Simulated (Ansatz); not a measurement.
Geometry optimisation, DFT LDA, scalar-relativistic, plane waves, PAW (Ansatz).

input.yaml

```yaml
crystal:
  lattice:
    - [0.0, 5.43, 5.43]
    - [5.43, 0.0, 5.43]
    - [5.43, 5.43, 0.0]
  atoms:
    - { symbol: Si, position: [0.0, 0.0, 0.0] }
    - { symbol: Si, position: [0.125, 0.125, 0.125] }
    - { symbol: Si, position: [0.0, 0.0, 0.5] }
    - { symbol: Si, position: [0.125, 0.125, 0.625] }
    - { symbol: Si, position: [0.0, 0.5, 0.0] }
    - { symbol: Si, position: [0.125, 0.625, 0.125] }
    - { symbol: Si, position: [0.0, 0.5, 0.5] }
    - { symbol: Si, position: [0.125, 0.625, 0.625] }
    - { symbol: Si, position: [0.5, 0.0, 0.0] }
    - { symbol: Si, position: [0.625, 0.125, 0.125] }
    - { symbol: Si, position: [0.5, 0.0, 0.5] }
    - { symbol: Si, position: [0.625, 0.125, 0.625] }
    - { symbol: Si, position: [0.5, 0.5, 0.0] }
    - { symbol: Si, position: [0.625, 0.625, 0.125] }
    - { symbol: Si, position: [0.5, 0.5, 0.5] }
    - { symbol: Si, position: [0.625, 0.625, 0.625] }
    - { symbol: B, position: [0.24211581, 1.2561797, 0.24509376], spin: 1.0 }
magnetization:
  spin_polarized: true
basis:
  ecutwfc: 420.0
kpoints:
  mp_grid: { grid: [2, 2, 2] }
hamiltonian:
  xc: lda
  pseudopotentials: { kind: paw, azcp: { folder: soft_1 } }
scf:
  occupations: { method: gaussian, width: 0.02 }
  lower_state_search: "off"
relax:
  f_tol: 0.03
  max_steps: 60
  adjacent_minimum: "off"
```

Command:

```bash
$ ansatz run input.yaml --threads 2 --pin off --max-ram 5120MiB --backend cpu --events-out ev --progress --plain --runs-dir out
```

**Question.** Where does it end, and by what steps?

**Answer.** It converged. The force dipped under the threshold on the way, but the program's further checks kept it going. Limits of this set-up: coarse k mesh, PAW files made for another functional. After 13 steps the energy has fallen by 0.192 eV; B17 moved furthest, 0.46 Å. Joined: Si5–B17 (2.65 → 2.23 Å).

```csv
step,energy less start (eV),largest force component (eV/Å),accepted
0,0.0000,0.419,yes
1,-0.0810,0.176,yes
2,-0.1015,0.028,yes
3,-0.1015,0.028,yes
4,-0.1018,0.019,yes
5,-0.1019,0.010,yes
6,-0.1020,0.010,yes
7,-0.1037,0.065,yes
8,-0.1227,0.268,yes
9,-0.1532,0.525,yes
10,-0.1810,0.145,yes
11,-0.1840,0.160,yes
12,-0.1921,0.033,yes
13,-0.1924,0.006,yes
```

```xyz
17
Lattice="0.0000 5.4300 5.4300 5.4300 0.0000 5.4300 5.4300 5.4300 0.0000" Properties=species:S:1:pos:R:3
Si -0.066 -0.064 0.063
Si 1.323 1.447 1.352
Si 2.705 2.730 -0.053
Si 3.971 3.983 1.461
Si 2.748 0.039 2.681
Si 4.077 1.448 4.104
Si 5.485 2.731 2.725
Si 6.806 4.139 4.056
Si -0.033 2.761 2.733
Si 1.334 4.079 4.095
Si 2.680 5.436 2.751
Si 4.059 6.800 4.054
Si 2.697 2.762 5.462
Si 4.091 4.115 6.769
Si 5.441 5.482 5.420
Si 6.807 6.800 6.801
B 8.327 2.258 7.960
```

Time of the run: 110 s on 2 threads of Arm Neoverse V1, on a shared host, peak memory 0.64 GiB.
